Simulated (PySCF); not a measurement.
C2H7FOSi, SMILES C[Si@H](F)CO. Geometry: PBE0-D3(BJ)/def2-SVP. The structure was generated by enumeration; whether it is a known compound was not checked. The values are those of a single conformer.

Calculation: PBE0-D3(BJ)/def2-SVP (PySCF).

Harmonic wavenumbers (cm⁻¹): 81, 135, 146, 217, 235, 307, 326, 615, 675, 713, 766, 788, 848, 884, 947, 1128, 1187, 1236, 1269, 1376, 1424, 1429, 1473, 2260, 2969, 3017, 3059, 3162, 3168, 3883. Rotational constants (GHz): 5.884, 2.578, 1.995; symmetry number 1.

Q: Work out the zero-point energy and the ideal-gas rigid-rotor harmonic-oscillator thermochemistry at 298.15 K and 1 atm.

A: ZPE = ½ Σ hcν = ½ × 39722 cm⁻¹ = 237.59 kJ/mol. H − E(el) = 259.98 kJ/mol. Entropy in J/(mol K): translation 165.43, rotation 111.99, vibration 75.78, total 353.20. G − E(el) = 154.67 kJ/mol. Cp = 114.79 J/(mol K). Modes under 150 cm⁻¹ make the vibrational entropy uncertain.
